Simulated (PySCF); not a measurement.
Species: C5H14SSi2.
Numbering: `[CH3:1][Si@@H:2]1[CH2:3][C:4]([CH3:5])([CH3:6])[SiH2:7][S:8]1`

NICS = −σ at a ghost point: NICS(0) at the centroid of the ring atoms, NICS(1) 1 Å to either side along the normal of their mean plane, zz for the tensor component along that normal. Level: GIAO PBE0/pcSseg-1 (PySCF, non-relativistic, gas phase) on the GFN2-xTB geometry, one conformer.

Ring bond lengths (Å), with Mayer bond orders in brackets: Si2–C3 1.906 (0.90), C3–C4 1.536 (0.99), C4–Si7 1.918 (0.85), Si7–S8 2.141 (0.98), S8–Si2 2.175 (0.95).

**Question.** Give the NICS values of each ring in ppm.

**Answer.** 
```
            ring                                                      type  NICS(0)  NICS(1), two faces  NICS(1)zz, two faces  rms pucker (Å)  centre to ring atoms, mean (Å)
Si2–C3–C4–Si7–S8  5-membered ring with S and 2 Si; formal bonds all single     -6.0         -3.7 / -4.0           -0.6 / -2.6            0.20                            1.62
```

**Question.** What can be read from them?

**Answer.** 
- Si2–C3–C4–Si7–S8: mean NICS(1)zz -1.6 ppm, near zero. Si2, C3, C4, Si7 have four or more neighbours, and the NICS criterion for π rings isn't applied.

**Question.** What is the mean of the two in-plane components of NICS at the second NICS(1) probe listed for ring Si2–C3–C4–Si7–S8, 1 Å off the ring?

**Answer.** The isotropic value is a third of the trace: (3 × -4.0 − (-2.6))/2 = -4.7 ppm.

**Question.** Give the inner angles of the rings and the Hirshfeld charges of the ring atoms.

**Answer.** 
- Si2–C3–C4–Si7–S8: Si2 102.3° (+0.353 e), C3 112.5° (-0.161 e), C4 108.6° (-0.056 e), Si7 103.5° (+0.309 e), S8 95.7° (-0.203 e); sum 522.6° against 540° for a flat convex ring.
